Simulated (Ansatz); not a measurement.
Born–Oppenheimer molecular dynamics of BrH3Si (5 atoms, charge 0, multiplicity 1). It starts from a rough guess of a transition structure, not a stationary point.

Method: UKS B3LYP/def2-SVP (Ansatz).

```json
{
 "ensemble": "NVE (velocity Verlet)",
 "time step": "0.5 fs",
 "steps asked": "150",
 "starting velocities drawn for": "100 K",
 "seed": "968694"
}
```

Frames 0.5 fs apart, positions in Å, forces in eV/Å.

Velocities at 25 fs (Å/ps):

```
Si -4.92 -7.50 -10.49
Br 1.77 4.43 2.23
H 31.36 -66.29 130.10
H -5.43 -52.55 -14.97
H -29.10 -23.49 0.37
```

```xyz
5
Properties=species:S:1:pos:R:3:forces:R:3 time_fs=25 energy_less_start_eV=-1.756 T=4610
Si 0.135 0.434 0.065 0.43 -1.00 1.14
Br -0.646 -1.802 -0.523 0.60 2.20 0.23
H 0.223 1.738 -0.514 -0.65 0.74 -2.32
H -0.558 1.068 1.200 -0.56 -0.91 0.73
H 1.588 0.487 0.366 0.18 -1.04 0.23
5
Properties=species:S:1:pos:R:3:forces:R:3 time_fs=25.5 energy_less_start_eV=-1.572 T=4141
Si 0.133 0.430 0.060 0.30 -2.23 1.60
Br -0.645 -1.800 -0.522 0.57 2.17 0.17
H 0.238 1.706 -0.452 -0.61 2.00 -2.98
H -0.561 1.041 1.194 -0.67 -0.86 0.92
H 1.573 0.474 0.366 0.40 -1.08 0.29
5
Properties=species:S:1:pos:R:3:forces:R:3 time_fs=26 energy_less_start_eV=-1.355 T=3589
Si 0.130 0.426 0.055 0.13 -3.48 2.00
Br -0.644 -1.797 -0.521 0.54 2.12 0.10
H 0.252 1.678 -0.397 -0.51 3.30 -3.52
H -0.566 1.012 1.189 -0.77 -0.82 1.08
H 1.560 0.459 0.368 0.61 -1.13 0.35
5
Properties=species:S:1:pos:R:3:forces:R:3 time_fs=26.5 energy_less_start_eV=-1.155 T=3083
Si 0.128 0.422 0.050 -0.06 -4.53 2.27
Br -0.643 -1.795 -0.520 0.52 2.07 0.03
H 0.264 1.659 -0.350 -0.40 4.40 -3.87
H -0.573 0.980 1.187 -0.83 -0.78 1.18
H 1.548 0.440 0.370 0.78 -1.16 0.39
5
Properties=species:S:1:pos:R:3:forces:R:3 time_fs=27 energy_less_start_eV=-1.030 T=2766
Si 0.125 0.417 0.045 -0.21 -5.14 2.40
Br -0.642 -1.792 -0.519 0.48 2.01 -0.04
H 0.275 1.650 -0.312 -0.31 5.06 -3.99
H -0.582 0.947 1.188 -0.86 -0.76 1.22
H 1.538 0.419 0.373 0.90 -1.17 0.41
5
Properties=species:S:1:pos:R:3:forces:R:3 time_fs=27.5 energy_less_start_eV=-1.017 T=2732
Si 0.123 0.412 0.041 -0.30 -5.15 2.39
Br -0.641 -1.790 -0.518 0.45 1.94 -0.10
H 0.285 1.653 -0.284 -0.27 5.13 -3.88
H -0.593 0.912 1.192 -0.85 -0.74 1.18
H 1.530 0.395 0.377 0.96 -1.17 0.41
5
Properties=species:S:1:pos:R:3:forces:R:3 time_fs=28 energy_less_start_eV=-1.115 T=2978
Si 0.120 0.406 0.037 -0.29 -4.59 2.30
Br -0.640 -1.787 -0.516 0.41 1.85 -0.17
H 0.295 1.668 -0.266 -0.30 4.61 -3.59
H -0.606 0.875 1.199 -0.79 -0.73 1.07
H 1.525 0.369 0.381 0.96 -1.15 0.39
5
Properties=species:S:1:pos:R:3:forces:R:3 time_fs=28.5 energy_less_start_eV=-1.287 T=3414
Si 0.118 0.400 0.033 -0.19 -3.62 2.21
Br -0.639 -1.785 -0.515 0.37 1.76 -0.24
H 0.305 1.694 -0.256 -0.38 3.66 -3.20
H -0.621 0.836 1.208 -0.68 -0.70 0.89
H 1.521 0.339 0.387 0.88 -1.09 0.34
5
Properties=species:S:1:pos:R:3:forces:R:3 time_fs=29 energy_less_start_eV=-1.481 T=3907
Si 0.116 0.394 0.029 -0.04 -2.48 2.15
Br -0.638 -1.782 -0.514 0.33 1.65 -0.31
H 0.313 1.730 -0.254 -0.49 2.51 -2.76
H -0.637 0.796 1.220 -0.54 -0.67 0.65
H 1.520 0.307 0.394 0.75 -1.01 0.28
5
Properties=species:S:1:pos:R:3:forces:R:3 time_fs=29.5 energy_less_start_eV=-1.652 T=4343
Si 0.113 0.388 0.025 0.13 -1.37 2.15
Br -0.637 -1.779 -0.513 0.29 1.54 -0.38
H 0.320 1.771 -0.258 -0.61 1.34 -2.34
H -0.655 0.754 1.232 -0.37 -0.61 0.38
H 1.521 0.273 0.401 0.56 -0.90 0.19
5
Properties=species:S:1:pos:R:3:forces:R:3 time_fs=30 energy_less_start_eV=-1.772 T=4653
Si 0.111 0.381 0.021 0.30 -0.41 2.21
Br -0.636 -1.777 -0.512 0.25 1.42 -0.46
H 0.326 1.815 -0.268 -0.71 0.30 -1.95
H -0.673 0.711 1.246 -0.19 -0.54 0.10
H 1.523 0.236 0.409 0.35 -0.77 0.10
5
Properties=species:S:1:pos:R:3:forces:R:3 time_fs=30.5 energy_less_start_eV=-1.834 T=4814
Si 0.108 0.374 0.018 0.46 0.33 2.31
Br -0.635 -1.774 -0.511 0.20 1.29 -0.53
H 0.329 1.860 -0.282 -0.77 -0.57 -1.60
H -0.692 0.666 1.260 -0.01 -0.44 -0.17
H 1.526 0.198 0.417 0.13 -0.61 0.00
```

Of the whole run (75 fs, mean temperature of the second half 4113 K): The conserved energy stayed within 1.9 meV per atom of its start (net change -1.3 meV per atom), so the integration is sound. The kinetic energy rose, since the run started high on the potential surface and went downhill. A run of 0.075 ps of so small a system gives no equilibrium averages. The orbitals were unrestricted but ended closed-shell.

The run took 6.9 min on 1 thread of Arm Neoverse V1 (shared host), peak memory 0.16 GiB.
